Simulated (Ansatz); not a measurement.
`S=CBS`, charge 0, multiplicity 1.

Q: Give a relaxed structure at PBE0-D4/def2-TZVP (Ansatz 0.2.0). (Estimate.)

A: The calculation gave: 
Z-matrix (Å, degrees):
```
C
B 1 1.578
S 1 1.614 2 125.5
H 1 1.092 2 117.2 3 179.9
S 2 1.758 1 121.6 3 0.6
H 2 1.193 1 120.6 3 -179.4
H 5 1.358 2 94.5 1 -0.1
```
Point group Cs.
